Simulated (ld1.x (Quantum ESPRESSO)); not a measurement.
What the settings do to the TM potential of Mo

Base potential:

```json
{"Element": "molybdenum", "Generator": "ld1.x (Quantum ESPRESSO) 7.5", "Type": "norm-conserving Troullier–Martins (Kleinman–Bylander form)", "Functional": "LDA (PZ)", "Relativity": "scalar-relativistic", "Frozen core": "[Kr]", "Valence charge": "6", "Reference configuration": "4d5.5 5s0.5 5p0", "Partial waves": "5s (bound): rc 2.90 bohr; 5p (bound, empty): rc 3.05 bohr; 4d (bound): rc 1.35 bohr", "Local potential": "all-electron potential smoothed inside 2.40 bohr (lloc = -1)", "Core correction": "Bessel-smoothed model core inside 1.10 bohr"}
```

Cutoffs, loose and tight: the cutoffs (Ry, on a coarse ladder) from which the occupation-weighted sum of valence levels, in a spherical-Bessel basis at the reference potential, stays within 10 and 1 mRy of its value at 400 Ry. They do not see the model core or the augmentation charge, which bear on the density cutoff. Test errors are all-electron minus pseudo excitation energies from the reference, over the configurations 4d5 5s1 5p0; 4d5 5s0 5p0; 4d4 5s0 5p0; 4d2 5s0 5p0; 4d5 5s0.5 5p0; 4d5 5s0 5p1; 4d4 5s1 5p0 (two spin-polarised tests are not counted in the largest error). A dash means not determined; rows that change the core or the reference have their own tests. The largest error is taken over the tests solved by every variant that gives reliable tests at all: 4d2 5s0 5p0; 4d4 5s0 5p0; 4d5 5s0 5p0; 4d5 5s0 5p1.

A true bound ghost makes a file unfit for plane-wave use even where its test errors are small: the radial tests pick states by their node count and pass the ghost by. Where a test does run into it, the solver fails or the error is huge.

| change | outcome | cutoff, loose | cutoff, tight | bound ghosts | largest test error (meV) |
| --- | --- | --- | --- | --- | --- |
| base | generated | 50 Ry | 60 Ry | s | -1642 |
| wave 5p (bound): rc 3.05 bohr becomes 5p (bound): rc 2.52 bohr | generated | 50 Ry | 60 Ry | s | -1642 |
| wave 5p (bound): rc 3.05 bohr becomes 5p (bound): rc 2.94 bohr | generated | 50 Ry | 60 Ry | s | -1642 |
| wave 5p (bound): rc 3.05 bohr becomes 5p (bound): rc 3.54 bohr | generated | 50 Ry | 70 Ry | s | -1642 |
| wave 5p (bound): rc 3.05 bohr becomes 5p (bound): rc 4.02 bohr | generated | 50 Ry | 70 Ry | s | -1642 |
| wave 5p (bound): rc 3.05 bohr becomes 5p (bound): rc 4.46 bohr | generated | 50 Ry | 70 Ry | s | -1642 |

(1) What comes out with this change to the base: wave 5p (bound): rc 3.05 bohr becomes 5p (bound): rc 2.16 bohr?

## Answers

(1) outcome: generated; cutoff, loose: 50 Ry; cutoff, tight: 60 Ry; bound ghosts: p, s; largest test error (meV): -1642.

Reading the sweep of the p radius (base included, trends over the rows without a ghost): Bound ghosts are found at 2.16, 2.52, 2.94, 3.05, 3.54, 4.02, 4.46 bohr. Every judged row has one, so this setting neither creates nor removes them.
